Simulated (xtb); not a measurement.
xtb input (GFN2-xTB):

```bash
xtb mol.xyz --gfn 2 --sp --chrg -1 --uhf 0
```
mol.xyz:
```
10

Si     2.27175545    -0.46067286     0.25619597
C      0.36671549    -0.15247429     0.28119500
N     -0.51943120    -0.66403028     1.10817924
C     -1.81300376    -0.40048459     0.75001578
C     -1.99334556     0.32461351    -0.38895057
S     -0.44678343     0.72823381    -1.04338935
H      2.59381349     0.75473743    -0.61906163
H      2.56508231     0.21692404     1.59337234
H     -2.61831543    -0.77775861     1.36940945
H     -2.92280044     0.62206038    -0.84705031
```

End of the output:

```
         :::::::::::::::::::::::::::::::::::::::::::::::::::::
         ::                     SUMMARY                     ::
         :::::::::::::::::::::::::::::::::::::::::::::::::::::
         :: total energy             -16.484545816453 Eh    ::
         :: gradient norm              0.052224339536 Eh/a0 ::
         :: HOMO-LUMO gap              1.296617914985 eV    ::
         ::.................................................::
         :: SCC energy               -16.655012371835 Eh    ::
         :: -> isotropic ES            0.109517079278 Eh    ::
         :: -> anisotropic ES          0.000099867970 Eh    ::
         :: -> anisotropic XC          0.004289630504 Eh    ::
         :: -> dispersion             -0.010965213244 Eh    ::
         :: repulsion energy           0.170466555382 Eh    ::
         :: add. restraining           0.000000000000 Eh    ::
         :: total charge              -1.000000000000 e     ::
         :::::::::::::::::::::::::::::::::::::::::::::::::::::

           -------------------------------------------------
          |                Property Printout                |
           -------------------------------------------------

    * Orbital Energies and Occupations

         #    Occupation            Energy/Eh            Energy/eV
      -------------------------------------------------------------
         1        2.0000           -0.5493098             -14.9475
       ...           ...                  ...                  ...
         4        2.0000           -0.4309949             -11.7280
         5        2.0000           -0.4016659             -10.9299
         6        2.0000           -0.3586080              -9.7582
         7        2.0000           -0.3498886              -9.5210
         8        2.0000           -0.3162175              -8.6047
         9        2.0000           -0.3066588              -8.3446
        10        2.0000           -0.2872282              -7.8159
        11        2.0000           -0.2382198              -6.4823
        12        2.0000           -0.2205839              -6.0024
        13        2.0000           -0.2136991              -5.8150
        14        2.0000           -0.2124740              -5.7817
        15        2.0000           -0.1972492              -5.3674
        16        2.0000           -0.1180063              -3.2111 (HOMO)
        17                         -0.0703565              -1.9145 (LUMO)
        18                         -0.0283487              -0.7714
        19                         -0.0128034              -0.3484
        20                          0.0170124               0.4629
        21                          0.0260838               0.7098
        22                          0.0616085               1.6765
        23                          0.1312400               3.5712
        24                          0.1513858               4.1194
        25                          0.1617059               4.4002
        26                          0.1806605               4.9160
        27                          0.1966227               5.3504
       ...                                ...                  ...
        38                          0.8084124              21.9980
      -------------------------------------------------------------
                  HL-Gap            0.0476498 Eh            1.2966 eV
             Fermi-level           -0.0941813 Eh           -2.5628 eV

     #   Z          covCN         q      C6AA      α(0)
     1  14 Si       2.681     0.125   192.575    30.477
     2   6 C        2.852    -0.004    28.108     8.689
     3   7 N        1.950    -0.330    29.390     8.039
     4   6 C        3.141     0.035    26.989     8.501
     5   6 C        2.903    -0.034    28.854     8.808
     6  16 S        2.308    -0.282   153.220    20.833
     7   1 H        0.891    -0.229    13.302     5.708
     8   1 H        0.893    -0.213    11.862     5.390
     9   1 H        0.925    -0.038     3.816     3.055
    10   1 H        0.926    -0.030     3.645     2.986

 Mol. C6AA /au·bohr⁶  :       3367.393587
 Mol. C8AA /au·bohr⁸  :     122258.131336
 Mol. α(0) /au        :        102.485307

Wiberg/Mayer (AO) data.
largest (>0.10) Wiberg bond orders for each atom

 ---------------------------------------------------------------------------
     #   Z sym  total        # sym  WBO       # sym  WBO       # sym  WBO
 ---------------------------------------------------------------------------
     1  14 Si   2.856 --     2 C    0.934     7 H    0.873     8 H    0.861
     2   6 C    3.742 --     3 N    1.563     6 S    1.065     1 Si   0.934
     3   7 N    3.081 --     2 C    1.563     4 C    1.273     6 S    0.105
     4   6 C    3.979 --     5 C    1.609     3 N    1.273     9 H    0.961
     5   6 C    3.928 --     4 C    1.609     6 S    1.139    10 H    0.971
     6  16 S    2.495 --     5 C    1.139     2 C    1.065     3 N    0.105
     7   1 H    0.947 --     1 Si   0.873
     8   1 H    0.955 --     1 Si   0.861
     9   1 H    0.998 --     4 C    0.961
    10   1 H    0.998 --     5 C    0.971
 ---------------------------------------------------------------------------

Topologies differ in total number of bonds
Writing topology from bond orders to xtbtopo.mol

molecular dipole:
                 x           y           z       tot (Debye)
 q only:       -0.688      -0.522      -0.426
   full:       -1.685       0.107      -0.313       4.366
molecular quadrupole (traceless):
                xx          xy          yy          xz          yz          zz
 q only:       -7.348      -3.720       6.271      -2.052       2.819       1.078
  q+dip:       -8.190       0.884       6.357      -1.562       4.142       1.834
   full:       -6.440       1.349       4.614      -1.334       4.044       1.826

           -------------------------------------------------
          | TOTAL ENERGY              -16.484545816453 Eh   |
          | GRADIENT NORM               0.052224339536 Eh/α |
          | HOMO-LUMO GAP               1.296617914985 eV   |
Note: The following floating-point exceptions are signalling: IEEE_UNDERFLOW_FLAG IEEE_DENORMAL
normal termination of xtb
           -------------------------------------------------

------------------------------------------------------------------------
------------------------------------------------------------------------
 total:
 SCF:
```

It need not be the lowest isomer of its formula. Whether it binds its extra electron was not tested at this geometry.
